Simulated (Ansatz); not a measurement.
Ansatz (a first-principles code) job for NO2, SMILES O=N[O-], charge -1, PBE/def2-TZVPD. Geometry: TPSSh-D3(BJ)/def2-TZVPD.

Ansatz 0.2 input:
```yaml
crystal:
  periodic: [false, false, false]
  atoms:
    - {symbol: N, position_ang: [0.00000000, -0.00000000, -0.46155827]}
    - {symbol: O, position_ang: [0.00000000, 1.07140203, 0.20193174]}
    - {symbol: O, position_ang: [0.00000000, -1.07140202, 0.20193174]}
basis:
  gaussian:
    orbitals: def2-TZVPD
hamiltonian:
  xc: {name: PBE}
total_charge: -1
```

Program output:

```
WARN ansatz: RAYON_NUM_THREADS=1 ignored (pool sized by the plan → 1); use --threads N
Functional definition: PBE
integrals: 0.02 GiB planned
547 factors; their error is unknown
mean field: 0.26 GiB planned
mean field evaluation 1: about -5578.4734 eV, gradient 2.8e1 eV
mean field evaluation 2: about -5573.6823 eV, gradient 6.1e1 eV
mean field evaluation 4: about -5579.8161 eV, gradient 3.8e0 eV
mean field evaluation 8: about -5579.8341 eV, gradient 2.2e-2 eV
mean field -5579.83406034 eV, -205.0551195702 hartree, gradient 5.4e-5 eV, S^2 0.000000; 0 other end points of the search recorded, 0 dependent functions left out
reference -5579.83409570 eV, -205.0551208694 hartree; 12, 12 occupied and 105, 105 virtual orbitals, 547 factors
Total energy: -5579.83409570 eV, -205.0551208694 hartree
```

The run converged.
